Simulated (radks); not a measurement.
Species: the technetium ion Tc2+. Configuration: [Kr] 4d5.

Calculated with a radial shooting solver on a logarithmic mesh with Libxc functionals: scalar-relativistic Kohn-Sham, PBEsol, spin-unpolarised, spherical densities, finite nucleus; Fermi nuclear charge, rms radius 4.4112 fm.

Energy parts (eV):
total: -116530.916
kinetic: 120314.642
electron-nucleus: -280244.019
Hartree: 46815.077
exchange-correlation: -3416.616

Orbitals (lengths in bohr, moments of r in powers of bohr; <r^-3> diverges for s and p1/2):
1s: occ. 2; eigenvalue (eV) -20871.60; <r^4> 6.529e-06; <r^2> 0.001588
2s: occ. 2; eigenvalue (eV) -2991.833; <r^4> 0.001199; <r^2> 0.02640
2p: occ. 6; eigenvalue (eV) -2679.972; <r^4> 0.0008587; <r^-3> 2767; <r^2> 0.02077
3s: occ. 2; eigenvalue (eV) -534.2462; <r^4> 0.06051; <r^2> 0.1979
3p: occ. 6; eigenvalue (eV) -431.8773; <r^4> 0.06628; <r^-3> 467.8; <r^2> 0.2019
3d: occ. 10; eigenvalue (eV) -266.0504; <r^4> 0.07029; <r^-3> 62.64; <r^2> 0.1912
4s: occ. 2; eigenvalue (eV) -89.5373; <r^4> 2.428; <r^2> 1.268
4p: occ. 6; eigenvalue (eV) -61.5381; <r^4> 3.897; <r^-3> 70.20; <r^2> 1.570
4d: occ. 5; eigenvalue (eV) -22.4921; <r^4> 18.20; <r^-3> 5.214; <r^2> 3.118

The highest occupied level is 4d at -22.492 eV. The electron density at the nucleus is 1.021e+05 e/bohr^3 (large components only). The density falls to 0.001 e/bohr^3 at r = 3.54 bohr. For comparison, the ionisation energy in NIST's Atomic Spectra Database is 29.550 eV (semi-empirical). In exact Kohn-Sham theory the highest level is minus the ionisation energy, but local and semilocal functionals leave it too shallow, through self-interaction and a potential that decays too fast; potentials with the right tail come closer. Summed over all electrons, <r^2> = 31.25 bohr^2, which gives a Langevin (diamagnetic) susceptibility term of -24.7 x 10^-6 cm^3/mol.

Beside tabulated values, note that spin-unpolarised runs miss the spin-polarisation part of the exchange energy of open shells.
